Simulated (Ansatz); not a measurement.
Breaking the Zn1–Br3 bond in BrHZn (SMILES [ZnH][Br]) (multiplicity 1 held, fragments rigid). Energies count from the point at 2.258 Å.
Geometry at that point (charge 0, multiplicity 1):
```xyz
3

Zn     0.000     0.000    -1.174
H      0.000     0.000    -2.698
Br     0.000     0.000     1.084
```

Active spaces are followed from a long bond inwards. Curves can end on different states.

Correlated levels freeze the cores. Filled d and f shells under p-block atoms count as core.

Codes used: Ansatz (Gaussian basis) for Hartree–Fock, density functionals and correlated methods. Values without a source in brackets are computed.

Task: Give the energy at R = 7.225 Å at the level CASSCF(6,4)/def2-SVP.

Result: 3.90 eV

Task: Estimate the energy at R = 7.225 Å that FIC-MRCISD+Q on CASSCF(6,4)/def2-SVP returns for this input.

Result: 4.20 eV

Doubts at one or more of the structures used: active orbitals that take no part (CASSCF(6,4)/def2-SVP, FIC-MRCISD+Q on CASSCF(6,4)/def2-SVP).

Ansatz is an electronic-structure program.
